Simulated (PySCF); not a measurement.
Vertical excitations of a molecule C₂H₅NOSi from TDDFT-CAM-B3LYP/def2-SVPD in PySCF, as energy in eV (oscillator strength): 5.99 (0.000), 6.26 (0.001), 6.28 (0.001), 6.69 (0.033), 7.21 (0.050), 7.66 (0.014), 7.95 (0.057), 8.03 (0.071), 8.16 (0.059), 8.38 (0.033). Lowest triplet (TDA): 4.91 eV. Coordinates come from a B3LYP-D3(BJ)/def2-SVP optimisation. Other conformers were not sampled.

**Question.** Which structure fits?
(A) [SiH3]C1=NCO1
(B) N#CC[SiH2]O
(C) CC1=N[SiH2]O1
(D) C#C[Si@H](N)O

**Answer.** D, C#C[Si@H](N)O
